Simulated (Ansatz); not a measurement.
cis-Zn(OH)2(NH3)4 (ZnN4O2H14), 21 atoms. Hardware: 4 threads of Arm Neoverse V2 on a shared host.

Correlated methods freeze 15 core orbitals.

Q: How many basis functions does each of these Ansatz runs have, and roughly what does it cost? B3LYP-D4/def2-SVP, charge 0 singlet, relaxation, 9 steps; BLYP-D4/def2-TZVP, charge 0 singlet, energy, from earlier orbitals; RPA@PBE/def2-TZVP, charge 0 singlet, energy, from earlier orbitals; ωB97M-V/def2-TZVP, charge 0 singlet, energy, from earlier orbitals; r2SCANh-D4/def2-TZVP, charge 0 singlet, energy, from earlier orbitals; PBE0-D4/def2-SVP, charge 0 singlet, energy, from earlier orbitals; PBE-D4/def2-TZVP, charge 0 singlet, energy and forces, from earlier orbitals; HF/STO-3G, charge 0 singlet, energy; MP2/def2-TZVP, charge 0 singlet, energy, from earlier orbitals; PBE-D4/def2-SVP, charge 0 singlet, energy, from earlier orbitals; r2SCAN-D4/def2-TZVP, charge 0 singlet, energy, from earlier orbitals; PBE0-D4/def2-TZVP, charge 0 singlet, energy, from earlier orbitals.

A: Other jobs shared the machine, so times can vary by a factor of up to 3. A dash marks memory too small to be measured apart from the calling script's.

| run | functions | fitting or Cholesky vectors | wall time | peak host memory (GiB) |
| --- | --- | --- | --- | --- |
| HF/STO-3G, charge 0 singlet, energy | 62 | 776 | 0.85 s | – |
| PBE-D4/def2-SVP, charge 0 singlet, energy, from earlier orbitals | 185 | 2144 | 2.6 s | – |
| PBE0-D4/def2-SVP, charge 0 singlet, energy, from earlier orbitals | 185 | 2212 | 3.8 s | 0.79 |
| BLYP-D4/def2-TZVP, charge 0 singlet, energy, from earlier orbitals | 318 | 1998 | 4.2 s | 0.58 |
| PBE-D4/def2-TZVP, charge 0 singlet, energy and forces, from earlier orbitals | 318 | 1998 | 5.5 s | 0.58 |
| r2SCAN-D4/def2-TZVP, charge 0 singlet, energy, from earlier orbitals | 318 | 1998 | 8 s | 0.63 |
| MP2/def2-TZVP, charge 0 singlet, energy, from earlier orbitals | 318 | 2301 | 9 s | 1.2 |
| PBE0-D4/def2-TZVP, charge 0 singlet, energy, from earlier orbitals | 318 | 2079 | 9 s | 1.4 |
| r2SCANh-D4/def2-TZVP, charge 0 singlet, energy, from earlier orbitals | 318 | 2013 | 12 s | 1.4 |
| RPA@PBE/def2-TZVP, charge 0 singlet, energy, from earlier orbitals | 318 | 2301 | 15 s | 1.2 |
| ωB97M-V/def2-TZVP, charge 0 singlet, energy, from earlier orbitals | 318 | 2035 | 22 s | 1.5 |
| B3LYP-D4/def2-SVP, charge 0 singlet, relaxation, 9 steps | 185 | 2002 | 39 s | 0.63 |
